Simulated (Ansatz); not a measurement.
`[NH2][InH][Cl]` + H₂Se → `[Cl][InH][SeH]` + NH₃ at 500 K and 1 bar (ligand exchange at the In–N bond).

Isolated molecules relaxed with PBE0-D4/def2-TZVP in Ansatz; ΔE leaves out vibrations. CCSD(T)/CBS adds triple-zeta CCSD(T) − MP2 to the extrapolated MP2 energy (def2 sets, frozen cores). This one scheme is used for every species. def2 core potentials past Kr. For In, Se outer-core shells are correlated without core-valence functions, which leaves a few kJ/mol of doubt a bond. Scalar relativity is left out up to krypton. Each species was taken in one conformer, which may not be the lowest.

| species | CCSD(T)/CBS energy (Eh) | H − E (kJ/mol) | S (J/(mol·K)) |
| --- | --- | --- | --- |
| `[NH2][InH][Cl]` | -706.15182 | 119.1 | 366.9 |
| H₂Se | -2401.89790 | 53.1 | 237.8 |
| `[Cl][InH][SeH]` | -3051.57859 | 74.4 | 384.8 |
| NH₃ | -56.50880 | 108.2 | 211.8 |

H − E and S are ideal-gas, rigid-rotor, harmonic terms from PBE0-D4/def2-TZVP, for one conformer and one mirror image of each species. 1 Eh = 2625.50 kJ/mol, R = 8.31446 J/(mol·K).

Question: By hand: ΔE, ΔH, ΔS and ΔG.

Answer: ΔE = (-3051.57859) + (-56.50880) − (-706.15182) − (-2401.89790) = -0.03767 Eh = -98.9 kJ/mol. Δ(H − E) = 74.4 + 108.2 − 119.1 − 53.1 = 10.4, so ΔH = -88.5 kJ/mol. ΔS = 384.8 + 211.8 − 366.9 − 237.8 = -8.1 J/(mol·K). ΔG = -88.5 − 500 × (-8.1)/1000 = -84.5 kJ/mol.

Question: By hand: the equilibrium constant, and the temperature at which ΔG would vanish if ΔH and ΔS stayed fixed.

Answer: log₁₀ K = −ΔG/(RT ln 10) = 8.8. ΔG = 0 at ΔH/ΔS = 10926 K, far beyond where these terms or the molecules hold.

The number of gas molecules stays the same, so ΔS is small and ΔH decides. A doubt of 5 kJ/mol in ΔE shifts log₁₀ K by 0.5 here. Other conformers and mirror images would add mixing entropy, several J/(mol·K) or more a flexible species. These are equilibria of isolated gas molecules and say nothing of rates. Largest T1 diagnostic: 0.014 (customary marks: 0.02 for closed shells, 0.045 for open ones).
